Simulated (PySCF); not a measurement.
HBr$_{2}$Ga, SMILES `[GaH]([Br])[Br]`, neutral singlet in the gas phase. 

Z-matrix (Å, degrees):
```
Ga
H 1 1.5582
Br 1 2.2924 2 122.02
Br 1 2.2924 2 122.02 3 -180.00
```
Charge 0, spin multiplicity 1.

All levels are single points at this geometry (PBE-D3(BJ)/def2-TZVP); Pople sets use spherical d functions. Orbital energies aren't observables, and empty levels follow the basis.

| level | HOMO (eV) | LUMO (eV) | gap (eV) | dipole (D) | vertical IE, Delta-SCF (eV) |
|---|---|---|---|---|---|
| PBE-D3(BJ)/def2-TZVP in PySCF | -7.23 | -2.66 | 4.57 | 1.37 | – |
| B3LYP/6-311+G** (LANL2DZ on Br, Ga) in PySCF | -8.31 | -2.29 | 6.02 | 1.99 | – |
| B3LYP/6-31G* in PySCF | -8.16 | -2.16 | 5.99 | 1.53 | 10.58 |
| M06-2X/6-31G* in PySCF | -9.70 | -1.47 | 8.24 | 1.72 | – |
| PBE/6-31G* in PySCF | -7.17 | -2.68 | 4.49 | 1.42 | – |
| HF/6-31G* in PySCF | -11.37 | 0.81 | 12.18 | 1.89 | 10.94 |
